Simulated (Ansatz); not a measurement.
A first, cheap relaxation of `B1[SiH2]C[Se]1`.

```yaml
crystal:
  periodic: [false, false, false]
  atoms:
    - {symbol: B, position_ang: [-0.812900, 0.184900, -1.356300]}
    - {symbol: Si, position_ang: [0.655500, 0.545100, -0.181100]}
    - {symbol: C, position_ang: [0.010700, -0.734400, 0.949800]}
    - {symbol: Se, position_ang: [-1.346100, -1.313800, -0.144700]}
    - {symbol: H, position_ang: [-1.519400, 1.009100, -1.969200]}
    - {symbol: H, position_ang: [0.631600, 1.906000, 0.417700]}
    - {symbol: H, position_ang: [1.957700, 0.160700, -0.803200]}
    - {symbol: H, position_ang: [-0.281700, -0.278500, 1.908000]}
    - {symbol: H, position_ang: [0.793200, -1.525300, 1.161900]}
basis:
  gaussian: {orbitals: def2-SVP}
hamiltonian: {xc: pbe, dispersion: d4}
relax: {f_tol: 0.03, max_steps: 200}
```

```sh
$ ansatz run in.yaml --threads 4 --pin off --events-out ev --progress --plain --max-ram 10444MiB
```

Output, abridged:

```
Functional definition: PBE
mean field -74992.48121812 eV, -2755.9228530364 hartree, gradient 1.6e-5 eV, S^2 0.000000; 0 other end points of the search recorded, 0 dependent functions left out
relax step   1: F+E_penalty+E_count = -74992.71965988 eV  Δ(F+E_penalty+E_count) = +0.000e0 eV  max|allowed force component| = 2.912e0 eV/Å  Δτ_max = 0.0000 Å  (29 SCF iters, accepted)
mean field -74993.14673576 eV, -2755.9473103587 hartree, gradient 8.0e-6 eV, S^2 0.000000; 0 other end points of the search recorded, 0 dependent functions left out
relax step   2: F+E_penalty+E_count = -74993.38198473 eV  Δ(F+E_penalty+E_count) = -6.623e-1 eV  max|allowed force component| = 1.461e0 eV/Å  Δτ_max = 0.1950 Å  (30 SCF iters, accepted)
mean field -74993.37821318 eV, -2755.9558169968 hartree, gradient 7.9e-6 eV, S^2 0.000000; 0 other end points of the search recorded, 0 dependent functions left out
relax step   3: F+E_penalty+E_count = -74993.61082899 eV  Δ(F+E_penalty+E_count) = -2.288e-1 eV  max|allowed force component| = 5.474e-1 eV/Å  Δτ_max = 0.1948 Å  (30 SCF iters, accepted)
mean field -74993.40191216 eV, -2755.9566879182 hartree, gradient 1.4e-5 eV, S^2 0.000000; 0 other end points of the search recorded, 0 dependent functions left out
relax step   4: F+E_penalty+E_count = -74993.63461900 eV  Δ(F+E_penalty+E_count) = -2.379e-2 eV  max|allowed force component| = 3.958e-1 eV/Å  Δτ_max = 0.1112 Å  (30 SCF iters, accepted)
mean field -74993.40945229 eV, -2755.9569650130 hartree, gradient 2.0e-5 eV, S^2 0.000000; 0 other end points of the search recorded, 0 dependent functions left out
relax step   5: F+E_penalty+E_count = -74993.64197016 eV  Δ(F+E_penalty+E_count) = -7.351e-3 eV  max|allowed force component| = 4.404e-2 eV/Å  Δτ_max = 0.0426 Å  (29 SCF iters, accepted)
mean field -74993.40937291 eV, -2755.9569620957 hartree, gradient 2.5e-5 eV, S^2 0.000000; 0 other end points of the search recorded, 0 dependent functions left out
relax step   6: F+E_penalty+E_count = -74993.64180178 eV  Δ(F+E_penalty+E_count) = +1.684e-4 eV  max|allowed force component| = 7.180e-2 eV/Å  Δτ_max = 0.0250 Å  (30 SCF iters, rejected (line search))
mean field -74993.40981813 eV, -2755.9569784574 hartree, gradient 2.1e-5 eV, S^2 0.000000; 0 other end points of the search recorded, 0 dependent functions left out
relax step   7: F+E_penalty+E_count = -74993.64230175 eV  Δ(F+E_penalty+E_count) = -3.316e-4 eV  max|allowed force component| = 7.184e-3 eV/Å  Δτ_max = 0.0122 Å  (30 SCF iters, accepted)
mean field -74993.40981813 eV, -2755.9569784574 hartree, gradient 2.0e-5 eV, S^2 0.000000; 1 other end points of the search recorded, 0 dependent functions left out
Total energy: -74993.64233635 eV, -2755.9655233445 hartree
Atom 0 at    -0.951832     0.297804    -1.282252 Å, force     0.002617    -0.002297     0.001014 eV/Å
Atom 1 at     0.691579     0.654796    -0.180696 Å, force    -0.000317    -0.000486    -0.002368 eV/Å
Atom 2 at     0.084542    -0.748005     1.003656 Å, force    -0.000177     0.004850    -0.007184 eV/Å
Atom 3 at    -1.538909    -1.115814    -0.113790 Å, force    -0.001837     0.001382     0.004138 eV/Å
Atom 4 at    -1.553491     0.643282    -2.274135 Å, force     0.001917    -0.000605     0.002398 eV/Å
Atom 5 at     0.829985     1.983498     0.524176 Å, force    -0.001207     0.001646     0.000004 eV/Å
Atom 6 at     2.037482     0.337732    -0.788856 Å, force     0.000048     0.000463     0.001672 eV/Å
Atom 7 at    -0.223456    -0.441935     2.022568 Å, force    -0.000142    -0.003541    -0.000117 eV/Å
Atom 8 at     0.712702    -1.657557     1.072228 Å, force    -0.000901    -0.001413     0.000444 eV/Å
Dipole moment:     0.062548    -0.090988     0.178231 e Å
```

Hardware: 4 threads of an Arm Neoverse V1 on a shared host. Wall time 9.5 s, peak host memory 0.15 GiB.
